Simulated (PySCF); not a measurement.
**Fe²⁺ (iron, charge +2): M06-L calculation**

Configuration: [Ar] 3d6, high-spin 5D determinant. All numbers are calculated (PySCF 2.14, no relativity, point nucleus, in aug-cc-pVDZ (7s6p4d2f, 59 functions)).

```
Total energy                                                  : -1262.756 hartree
One-electron energy                                           : -1727.361 hartree
Hartree (Coulomb) energy                                      : 519.823 hartree
Exchange-correlation energy                                   : -55.218 hartree
Kinetic energy                                                : 1261.72198 hartree
⟨S²⟩                                                          : 6.0049
⟨L²⟩                                                          : 6.007
Sum of ⟨r⟩                                                    : 15.22 bohr
Sum of ⟨r²⟩                                                   : 15.97 bohr²
Traceless quadrupole moment −½Σ⟨3z² − r²⟩ along its main axis : 0.490 e·bohr²
Density at the nucleus (Gaussians lack the cusp)              : 11800 bohr⁻³
Spin density at the nucleus                                   : 0.475 bohr⁻³
Langevin diamagnetic susceptibility                           : -12.6 ×10⁻⁶ cm³/mol
Time after the integrals                                      : 1.6 s of wall time on 1 thread of Intel(R) Xeon(R) Platinum 8559C (shared host)
```

```csv
shell,electrons,mean orbital energy (eV),spread (eV),"rms radius, mean of both spins (bohr)"
1s α,1,-6973.7,0,0.0685
1s β,1,-6973.6,0,0.0685
2s α,1,-835.50,0,0.292
2s β,1,-832.74,0,0.292
2p α,3,-720.45,0.885,0.262
2p β,3,-718.43,0.320,0.262
3s α,1,-116.36,0,0.879
3s β,1,-109.68,0,0.879
3p α,3,-82.092,1.806,0.937
3p β,3,-75.734,0.900,0.937
3d α,5,-27.393,1.894,1.19
3d β,1,-23.207,0,1.19
```
